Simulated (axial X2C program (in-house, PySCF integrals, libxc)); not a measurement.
What spin–orbit coupling does to GaB

Calculated with an axial X2C code built on PySCF integrals. Spin-free means the one-electron spin-free X2C Hamiltonian; two-component (2c) means X2C with spin–orbit coupling and atomic mean-field two-electron Coulomb and Gaunt terms, so the difference of the two also holds small scalar two-electron terms. Basis: Ga dyall-cv3z [9s9p7d4f1g], B dyall-v3z [7s6p2d1f] (cores contracted in-house); Gaussian nuclei, density fitting, unrestricted open shells. Masses: Ga 68.926 u, B 11.009 u.

Spin-free state: M_S = 1, Λ = 0 (beyond evenly filled blocks: π+α, π-α); fragments Ga + B.

```json
{"level": "PBE0", "Re (Å)": "2.026", "ωe (cm⁻¹)": "532.8", "De (eV)": "1.950", "μ (D)": "-1.77"}
{"level": "r2SCAN0", "Re (Å)": "2.001", "ωe (cm⁻¹)": "553.8", "De (eV)": "1.965", "μ (D)": "-1.55"}
```

Dipoles are positive if B is the positive end.

Two-component determinant lowest at the distance of the search:

Ω = 1 (⟨Sz⟩ = 1.00, ⟨Lz⟩ = 0.00 at PBE0); fragments Ga + B.

```tsv
level	Re (Å)	ωe (cm⁻¹)	μ (D)
PBE0	2.026	531.9	-1.78
r2SCAN0	2.001	553.2	-1.56
```

(1) From the two tables, how do the constants change at the PBE0 level (2c against spin-free)?

Occupations by symmetry block were frozen at the best pattern of an incomplete PBE0 search. De is counted from the lowest determinant-based energies of the atoms at the same level, without counterpoise correction. De is not given where an atomic determinant may have missed its ground term or J level, or where the truncated virtual space spoils (T). Density functionals use the spin component along the axis (collinear). PBE0 can misorder states that lie within some tenths of an eV, so this need not be the ground state of the molecule. The nearest other spin-free determinant of the search, M_S = 1, Λ = 1, lies 0.21 eV up at the distance of the search. The functionals have no current-density term, which raises determinants with orbital currents, atoms included. With several unpaired electrons one determinant need not be a pure state. Open-shell Ω = 0 determinants with evenly filled partner blocks cannot be reached by this program, so the Ω shown need not be the lowest component. This is the Ω = 1 component of a π² triplet; the 0⁺ component is not one determinant and can lie lowest. The determinant is spin-polarised beyond a pure state at some levels (its spin-free form has ⟨S²⟩ too high), which makes Re and μ there less reliable. The stretched end of a curve changes character and is left out.

Answers

(1) At the PBE0 level Re is unchanged to within 0.001 Å and ωe drops by 0.9 cm⁻¹.
